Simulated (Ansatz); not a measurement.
Born–Oppenheimer molecular dynamics of GeH₄ (5 atoms, charge 0, multiplicity 1). It starts at the highest image of a converged band. Of that band: Neighbouring images differ by up to 1.4 eV, so the band resolves the path poorly. A vibrational analysis at the climbing image gives one clearly imaginary mode, 1628i cm⁻¹: a first-order saddle point.

Method: RHF/def2-SVP in Ansatz.

```yaml
ensemble: NVE (velocity Verlet)
time_step: 0.5 fs
steps_asked: 200
starting_velocities_drawn_for: 300 K
seed: 10568
```

Frames 1 fs apart, positions in Å, forces in eV/Å.

Velocities at 25 fs (Å/ps):

```
Ge -1.45 0.04 -2.56
H 25.42 5.87 51.19
H 6.63 -8.12 90.86
H 31.20 -23.14 18.17
H 41.52 22.80 24.10
```

```xyz
5
Properties=species:S:1:pos:R:3:forces:R:3 time_fs=25 energy_less_start_eV=-0.770 T=2284
Ge 0.215 -0.001 -0.460 -0.85 -0.01 1.16
H 1.157 0.098 2.169 -0.49 0.10 0.28
H 1.750 -0.023 1.755 0.59 -0.10 -0.29
H -0.614 0.968 0.497 0.36 0.88 -0.57
H -0.602 -0.941 0.540 0.38 -0.87 -0.57
5
Properties=species:S:1:pos:R:3:forces:R:3 time_fs=26 energy_less_start_eV=-0.709 T=2130
Ge 0.213 -0.001 -0.463 -0.57 -0.02 0.89
H 1.179 0.105 2.222 -1.43 0.34 0.88
H 1.761 -0.032 1.843 1.53 -0.34 -0.89
H -0.581 0.949 0.513 0.22 1.11 -0.44
H -0.559 -0.922 0.561 0.25 -1.10 -0.43
5
Properties=species:S:1:pos:R:3:forces:R:3 time_fs=27 energy_less_start_eV=-0.707 T=2124
Ge 0.212 -0.001 -0.465 -0.33 -0.03 0.62
H 1.187 0.115 2.284 -1.13 0.31 0.64
H 1.786 -0.044 1.924 1.23 -0.30 -0.65
H -0.546 0.941 0.524 0.09 1.27 -0.32
H -0.513 -0.914 0.579 0.14 -1.25 -0.30
5
Properties=species:S:1:pos:R:3:forces:R:3 time_fs=28 energy_less_start_eV=-0.741 T=2209
Ge 0.210 -0.001 -0.467 -0.17 -0.04 0.44
H 1.186 0.127 2.351 0.10 -0.02 -0.08
H 1.821 -0.059 1.998 0.00 0.03 0.08
H -0.510 0.945 0.532 0.00 1.32 -0.23
H -0.466 -0.918 0.593 0.07 -1.29 -0.21
5
Properties=species:S:1:pos:R:3:forces:R:3 time_fs=29 energy_less_start_eV=-0.759 T=2259
Ge 0.209 -0.001 -0.470 -0.11 -0.04 0.37
H 1.185 0.139 2.417 1.12 -0.34 -0.59
H 1.857 -0.073 2.074 -1.02 0.35 0.60
H -0.475 0.961 0.538 -0.03 1.24 -0.19
H -0.419 -0.935 0.606 0.05 -1.21 -0.19
5
Properties=species:S:1:pos:R:3:forces:R:3 time_fs=30 energy_less_start_eV=-0.806 T=2380
Ge 0.207 -0.001 -0.472 -0.14 -0.05 0.43
H 1.195 0.149 2.478 1.45 -0.47 -0.69
H 1.884 -0.084 2.155 -1.35 0.49 0.71
H -0.439 0.990 0.543 -0.02 1.03 -0.22
H -0.371 -0.963 0.616 0.06 -0.99 -0.23
5
Properties=species:S:1:pos:R:3:forces:R:3 time_fs=31 energy_less_start_eV=-0.899 T=2617
Ge 0.205 -0.001 -0.474 -0.22 -0.05 0.58
H 1.218 0.154 2.533 1.02 -0.35 -0.44
H 1.899 -0.091 2.242 -0.93 0.36 0.47
H -0.404 1.028 0.545 0.03 0.72 -0.29
H -0.322 -1.000 0.625 0.09 -0.69 -0.32
5
Properties=species:S:1:pos:R:3:forces:R:3 time_fs=32 energy_less_start_eV=-0.973 T=2806
Ge 0.204 -0.001 -0.476 -0.30 -0.04 0.76
H 1.251 0.155 2.584 -0.11 0.06 0.04
H 1.904 -0.094 2.334 0.19 -0.05 -0.01
H -0.368 1.073 0.544 0.09 0.36 -0.37
H -0.272 -1.044 0.630 0.12 -0.32 -0.42
5
Properties=species:S:1:pos:R:3:forces:R:3 time_fs=33 energy_less_start_eV=-0.977 T=2820
Ge 0.202 -0.001 -0.478 -0.34 -0.04 0.91
H 1.282 0.158 2.635 -1.34 0.56 0.45
H 1.912 -0.098 2.425 1.42 -0.55 -0.41
H -0.332 1.121 0.540 0.13 -0.01 -0.43
H -0.222 -1.090 0.631 0.13 0.04 -0.51
5
Properties=species:S:1:pos:R:3:forces:R:3 time_fs=34 energy_less_start_eV=-0.977 T=2820
Ge 0.200 -0.001 -0.480 -0.34 -0.03 0.98
H 1.301 0.165 2.689 -1.42 0.63 0.40
H 1.933 -0.107 2.513 1.49 -0.62 -0.36
H -0.294 1.169 0.531 0.16 -0.35 -0.46
H -0.170 -1.137 0.627 0.12 0.38 -0.56
5
Properties=species:S:1:pos:R:3:forces:R:3 time_fs=35 energy_less_start_eV=-0.986 T=2840
Ge 0.198 -0.001 -0.481 -0.30 -0.03 0.96
H 1.308 0.178 2.748 -0.24 0.13 0.06
H 1.967 -0.121 2.598 0.31 -0.12 -0.02
H -0.255 1.214 0.519 0.16 -0.63 -0.44
H -0.117 -1.180 0.618 0.08 0.66 -0.56
5
Properties=species:S:1:pos:R:3:forces:R:3 time_fs=36 energy_less_start_eV=-0.942 T=2728
Ge 0.196 -0.001 -0.483 -0.23 -0.03 0.84
H 1.312 0.192 2.807 0.96 -0.44 -0.16
H 2.004 -0.137 2.683 -0.91 0.45 0.21
H -0.214 1.253 0.502 0.14 -0.84 -0.37
H -0.063 -1.216 0.604 0.03 0.86 -0.50
```

Of the whole run (100 fs, mean temperature of the second half 2579 K): The conserved energy stayed within 0.37 meV per atom of its start (net change -0.27 meV per atom), so the integration is sound. The kinetic energy rose, since the run started high on the potential surface and went downhill. It ends in pieces (GeH2 + H2), so much of that is their flight and rotation, not heat. A run of 0.1 ps of so small a system gives no equilibrium averages. The orbitals stay closed-shell, which can raise the energy where a bond breaks towards radicals; this wasn't checked here.

The run took 2.3 min on 1 thread of Arm Neoverse N1 (shared host), peak memory 0.086 GiB.
